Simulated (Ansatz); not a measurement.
Series CrX3: r2SCAN-D4/def2-TZVP single points in Ansatz on relaxed structures, gas phase. HOMO and LUMO are taken over both spins. Binding counts from free atoms in the multiplicity of their measured ground term, without zero-point energy. The spins of the ions were chosen, not always searched. Names give formal oxidation states. A dash marks a value that wasn't run or was left out as unsound. The structures are stationary points that may keep the symmetry of their start. Remarks come from the PBE and PBE0 runs and from stability tests at other levels; not every state was tested. HOMO above LUMO (over both spins in singlets and doublets, within one spin in higher multiplets; at PBE or PBE0), or a gap under 0.15 eV within one spin, warns that the state may not be the lowest or that an electron is smeared out.

| species | atoms | state | geometry | HOMO (eV) | LUMO (eV) | gap (eV) | vertical IE (eV) | binding per atom (eV) | point group (within 0.1 Å) | remarks |
| --- | --- | --- | --- | --- | --- | --- | --- | --- | --- | --- |
| CrF3 | 4 | quartet; oxidised ion triplet | r2SCAN-D4/def2-TZVP | -7.17 | -5.08 | 2.10 | 11.15 | 3.68 | D3h | – |
| Cr(NH2)3 (CrN3H6) | 10 | quartet; oxidised ion triplet | r2SCAN-D4/def2-SVP | -5.05 | -1.96 | 3.09 | – | 3.26 | D3 | gap within one spin near zero at PBE or PBE0 (+1 triplet), spin-contaminated (⟨S²⟩ up to 3.25) (+1 triplet) |

Question: Estimate the rows for CrCl3 (quartet; oxidised ion triplet, B3LYP-D4/def2-SVP geometry).

Answer: 
```tsv
species	atoms	state	geometry	HOMO (eV)	LUMO (eV)	gap (eV)	vertical IE (eV)	binding per atom (eV)	point group (within 0.1 Å)	remarks
CrCl3	4	quartet; oxidised ion triplet	B3LYP-D4/def2-SVP	-7.08	-5.76	1.31	10.03	2.73	–	gap within one spin near zero at PBE or PBE0 (+1 triplet), spin-contaminated (⟨S²⟩ up to 2.33) (+1 triplet)
```

The gap (eV) runs from 1.31 (CrCl3) to 3.09 (Cr(NH2)3).
